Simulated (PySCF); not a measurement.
SMILES F[SiH](F)[O][GeH3] at its CAM-B3LYP/def2-SVP optimised geometry (Å):

```
9

Si    -1.7644    -0.3911     0.0000
F     -2.3306     1.1133     0.0000
F     -2.3137    -1.0517     1.3606
O     -0.1499    -0.3911     0.0000
Ge     1.2470    -0.0482     1.0614
H     -2.3037    -1.1133    -1.1556
H      0.8074     0.9661     2.1236
H      2.3306     0.5198     0.1434
H      1.6694    -1.3788     1.6907
```

Level of theory: CAM-B3LYP/def2-TZVP run with PySCF. Cells within 0.4 Å of a nucleus heavier than hydrogen are left out (blank, or x).

Map of the electrostatic potential (hartree/e), clipped to [-0.08, 0.12] on the plane z = 1.2 Å:

```
|1111111111111112222222222222222|
|1111111111111112222222222222222|
|1111111111111122222222222222222|
|1111111111111122222222222222222|
|1111111111111122222222222222222|
|1111000001111122222222222222222|
|1100000000111122222222222222222|
|1100000000111222223333333222222|
|1000000000111222333333333332222|
|1000000000112223445554433333222|
|1000000001122334567877544333322|
|1000000122333345899999965433332|
|1100011234555458999999996543332|
|1111123468876679999999998543332|
|1111124799998789999x99999643333|
|111123699999989999xxx9999643333|
|1111259999999899999xx9999643333|
|1111299999999789999999998543332|
|1100399xx9997569999999996443332|
|1100299xx9975446999999975433322|
|1100179999744334579999964333222|
|1100016995333233345899753332222|
|1100001121222222333456433322222|
|1110000001122222223333332222222|
|1111000011112222222223222222222|
|1111111111112222222222222222222|
|1111111111112222222222222222222|
|1111111111112222222222222222222|
|1111111111122222222222222222222|
|1111111111122222222222222222222|
|1111111111122222222222222222222|
```
Scale: ten equal steps from -0.032 (start of '0') to 0.120 (end of '9'), in the order '0123456789'; x runs from -4.50 to 4.50, y from -4.50 (bottom) to 4.50 (top).
